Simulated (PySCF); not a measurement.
# C₆ coefficients of unlike pairs at M06-2X

Calculated with PySCF 2.14 from the dipole response of each species, C₆(A,B) = (3/π) ∫ α_A(iu) α_B(iu) du, in atomic units, from isotropic polarisabilities. For ions this is the dispersion term alone; charge-induced terms of lower order in 1/R come first.

```json
{"species": "Ge⁺", "configuration": "[Ar] 3d10 4s2 4p1 (2P)", "basis": "x2c-QZVPPall with one added diffuse shell each of s, p, d, f type (12s9p6d5f1g)", "relativity": "spin-free X2C", "α (bohr³)": "18.20", "C₆ (like pair)": "101.8"}
{"species": "Kr", "configuration": "[Kr] (1S)", "basis": "aug-cc-pwCVDZ-PP with ECP10MDF (6s5p4d1f)", "relativity": "core potential", "α (bohr³)": "15.98", "C₆ (like pair)": "122.7"}
{"species": "Cs⁺", "configuration": "[Xe] (1S)", "basis": "aug-cc-pwCVTZ-X2C (11s10p8d4f)", "relativity": "spin-free X2C", "α (bohr³)": "15.49", "C₆ (like pair)": "129.0"}
```

Estimate C₆ for Cs⁺ with Kr.

The integral gives 125.6. The combination rule 2 C_A C_B / (C_A α_B/α_A + C_B α_A/α_B) gives 125.6 and the geometric mean 125.8.

No spin-orbit coupling is included.

The other pairs:

```csv
pair,C₆
"Cs⁺, Ge⁺",111.1
"Kr, Ge⁺",109.5
```
